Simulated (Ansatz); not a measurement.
Job for Ansatz (an electronic-structure program): R-BLYP/def2-TZVPP on silylarsine (SMILES [SiH3][AsH2]), a point of a torsion scan.

Ansatz 0.2 input:
```yaml
crystal:
  periodic: [false, false, false]
  atoms:
    - {symbol: Si, position_ang: [-0.83584848, 0.03278092, -0.03960613]}
    - {symbol: As, position_ang: [1.45959649, -0.35684630, -0.09405968]}
    - {symbol: H, position_ang: [-1.56206883, -0.85921546, -0.95136251]}
    - {symbol: H, position_ang: [-1.21149079, 1.40588036, -0.39680622]}
    - {symbol: H, position_ang: [-1.33768917, -0.21504015, 1.31896043]}
    - {symbol: H, position_ang: [1.77337616, 1.04162336, -0.53909199]}
    - {symbol: H, position_ang: [1.42852901, -0.77851132, -1.53471182]}
basis:
  gaussian:
    orbitals: def2-TZVPP
hamiltonian:
  xc: {name: BLYP}
scf: {lower_state_search: off}
```

The log:

```
WARN ansatz: RAYON_NUM_THREADS=1 ignored (pool sized by the plan → 1); use --threads N
Functional definition: BLYP
these checks for a lower state are left out or cut short: stability, starts, cluster_reference, orbital_swaps, neighbouring_geometries, increment
integrals: 0.07 GiB planned
956 factors; their error is unknown
mean field: 0.51 GiB planned
mean field evaluation 1: about -68799.8313 eV, gradient 2.4e1 eV
mean field evaluation 2: about -68800.4498 eV, gradient 2.1e1 eV
mean field evaluation 4: about -68801.4165 eV, gradient 8.5e-1 eV
mean field evaluation 8: about -68801.3977 eV, gradient 2.0e-2 eV
mean field evaluation 16: about -68801.3977 eV, gradient 4.1e-6 eV
mean field -68801.39774808 eV, -2528.4047319797 hartree, gradient 4.1e-6 eV, S^2 0.000000; 0 other end points of the search recorded, 0 dependent functions left out
reference -68801.39808258 eV, -2528.4047442723 hartree; 26, 26 occupied and 134, 134 virtual orbitals, 956 factors
Total energy: -68801.39808258 eV, -2528.4047442723 hartree
Checks for a lower state left out: stability, starts, cluster_reference, orbital_swaps, neighbouring_geometries, increment
```

The calculation finished and met its thresholds.

Cost: about 1.6 core-seconds (a rough figure).
